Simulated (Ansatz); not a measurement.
C6H18HfIN3 (`C[N](C)[Hf]([I])([N](C)C)[N](C)C`), relaxed with RKS PBE0-D4/def2-TZVP in the Gaussian-basis code of Ansatz from a GFN2-xTB geometry. The force threshold is 0.005 eV/Å; the program also tests the step.

Charge 0, multiplicity 1. Hf, I takes the def2 core potential.

Start:

```xyz
29

C     1.119   -1.935    0.752
N    -0.123   -1.920    0.007
C    -0.007   -2.779   -1.159
Hf   -0.787   -0.096   -0.472
I    -2.456   -0.209   -2.687
N     0.710    1.122   -0.976
C     1.595    1.609    0.061
C     1.487    0.664   -2.114
N    -1.919    0.632    1.007
C    -1.446    0.459    2.363
C    -2.241    2.025    0.751
H     1.057   -1.246    1.601
H     1.992   -1.659    0.128
H     1.322   -2.942    1.150
H    -0.974   -2.864   -1.665
H     0.755   -2.419   -1.882
H     0.293   -3.793   -0.858
H     1.015    1.920    0.935
H     2.163    2.484   -0.291
H     2.336    0.850    0.376
H     0.826    0.284   -2.902
H     2.069    1.493   -2.542
H     2.215   -0.126   -1.840
H    -2.215    0.770    3.085
H    -0.540    1.061    2.578
H    -1.228   -0.598    2.540
H    -3.053    2.362    1.412
H    -2.584    2.149   -0.284
H    -1.380    2.701    0.926
```

Q: By how much does the energy fall, and how many steps does the optimiser take? (An estimate is asked.)

A: The calculation gave: 27.07 kcal/mol, in 23 steps.

Q: Which bonds change most? (An estimate is asked.)

A: The calculation gave: Hf4–N6 from 1.995 to 2.031 Å.

Q: Give the relaxed structure. (Estimate.)

A: The calculation gave: 
```xyz
29

C     1.594   -2.361   -0.140
N     0.245   -1.865   -0.262
C    -0.737   -2.920   -0.107
Hf   -0.441    0.004   -0.663
I    -1.982    0.017   -2.979
N     1.163    1.235   -0.855
C     1.554    2.389   -0.082
C     2.071    0.987   -1.956
N    -1.529    0.631    0.933
C    -1.852   -0.041    2.168
C    -2.141    1.942    0.853
H     2.315   -1.550   -0.261
H     1.813   -3.128   -0.898
H     1.767   -2.818    0.845
H    -1.757   -2.531   -0.217
H    -0.611   -3.706   -0.865
H    -0.670   -3.393    0.884
H     0.856    2.556    0.742
H     1.578    3.299   -0.699
H     2.557    2.261    0.350
H     1.752    0.116   -2.543
H     2.113    1.839   -2.648
H     3.093    0.788   -1.602
H    -2.937   -0.179    2.282
H    -1.503    0.532    3.039
H    -1.380   -1.025    2.207
H    -3.236    1.883    0.911
H    -1.898    2.435   -0.097
H    -1.794    2.601    1.662
```
